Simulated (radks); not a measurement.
The numbers below are computed, except where a source is named.
Task: S1.875+, configuration [Ne] 3s2 3p(up 2.125, down 0) (fractional occupations, a model configuration). Code: a radial shooting solver on a logarithmic mesh with Libxc functionals. Model: scalar-relativistic Kohn-Sham, PBE, spin-polarised, spherical densities, point nucleus. Some entries of the table are withheld. Estimate them.

| orbital | occ. | eigenvalue (eV) | <r> (bohr) |
|---|---|---|---|
| 1s up | 1 | -2430.392 | 0.09688 |
| 1s down | 1 | -2430.036 | 0.09687 |
| 2s up | 1 | -235.5300 | 0.4786 |
| 2s down | 1 | -235.1732 | 0.4785 |
| 2p up | 3 | (1) | 0.4419 |
| 2p down | 3 | (2) | 0.4418 |
| 3s up | 1 | -38.9641 | 1.581 |
| 3s down | 1 | -36.1102 | 1.588 |
| 3p up | 2.125 | -27.5640 | 1.767 |
| 3p down | 0 | -24.8165 | 1.798 |

Result: 
(1) 2p up eigenvalue (eV): -180.4599
(2) 2p down eigenvalue (eV): -179.9683
